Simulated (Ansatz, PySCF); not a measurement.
Process, species as SMILES: CS(C)=O + 3 [H][H] (H2) → 2 C (CH4) + O (H2O) + S (H2S)
Geometries: B3LYP-D3(BJ)/def2-TZVP minima from Ansatz (a quantum-chemistry and plane-wave program).
Geometry of the first species:
```xyz
10

S      0.0001     0.2316    -0.4434
O     -0.0091     1.4791     0.3687
C      1.3569    -0.7945     0.1950
C     -1.3493    -0.8091     0.1868
H      1.2528    -0.8869     1.2761
H     -2.2783    -0.2983    -0.0600
H      1.3433    -1.7716    -0.2883
H      2.2817    -0.2736    -0.0462
H     -1.3222    -1.7861    -0.2964
H     -1.2508    -0.9004     1.2685
```
Charge 0, spin multiplicity 1.

Wanted: energy of full hydrogenation (electronic energy difference), in kcal/mol. Cores are frozen in the correlated levels unless marked. Spin-orbit coupling is left out. Non-relativistic. CBS marks a two-point X^-3 extrapolation of the correlation energy; Hartree-Fock from the larger set. The bracket is a focal-point correction in the basis named.

| level | program | energy of full hydrogenation (kcal/mol) |
|---|---|---|
| SVWN5/def2-TZVPD | Ansatz | [?] |
| PBE0/def2-QZVPP | Ansatz | -73.4 |
| BHLYP-D4/def2-TZVPD | Ansatz + dftd4 | -76.1 |
| TPSSh/def2-TZVPD | PySCF | -66.0 |
| r2SCAN0-D4/def2-TZVPD | Ansatz + dftd4 | -70.7 |
| SCS-MP2/cc-pV(D+d)Z | Ansatz | -86.5 |
| CCSD/6-31G | Ansatz | [?] |
| CCSD/cc-pV(T+d)Z | Ansatz | [?] |
| RI-MP2/CBS(cc-pV(T+d)Z,cc-pV(Q+d)Z)+[CCSD(T)-MP2]/cc-pV(T+d)Z | Ansatz | [?] |

Q: Some entries are withheld; supply them.

A: 
- SVWN5/def2-TZVPD, energy of full hydrogenation (kcal/mol): -64.4
- CCSD/6-31G, energy of full hydrogenation (kcal/mol): -120.8
- CCSD/cc-pV(T+d)Z, energy of full hydrogenation (kcal/mol): -80.0
- RI-MP2/CBS(cc-pV(T+d)Z,cc-pV(Q+d)Z)+[CCSD(T)-MP2]/cc-pV(T+d)Z, energy of full hydrogenation (kcal/mol): -72.6
